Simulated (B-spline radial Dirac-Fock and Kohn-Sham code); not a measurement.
## Binding energies of Er⁺ in different valence configurations

The computed values come from a radial B-spline solver: Dirac-Fock (average of configuration) total-energy differences with a finite nucleus, the Breit interaction including its frequency dependence, and self-energy and vacuum-polarisation corrections. Correlation and solid-state effects are left out.

Reference: the tabulated ground configuration [Xe] 4f12 6s1, with 1s 57489.6 eV, 2s 9764.8 eV, 3s 2230.2 eV, 3d3/2 1459.1 eV, 4p1/2 377.8 eV, 5p3/2 35.96 eV, Kα1 49124.8 eV, Kβ1 55667.5 eV, Lα1 6946.9 eV, Lβ2 8180.9 eV.

Q: One of these configurations gives the following shifts from the reference, in eV: average energy +0.53, 1s +10.98, 2s +11.89, 3s +12.96, 3d3/2 +12.69, 4p1/2 +12.07, 5p3/2 +6.03, Kα1 -0.80, Kβ1 -1.91, Lα1 -0.94, Lβ2 +0.56. Which?
A. [Xe] 4f11 6s2
B. [Xe] 4f12 5d1
C. [Xe] 4f13
D. [Xe] 4f12 6p1

A: A. The others give [Xe] 4f12 6p1: 1s +1.44; [Xe] 4f12 5d1: 1s -2.24; [Xe] 4f13: 1s -9.38.
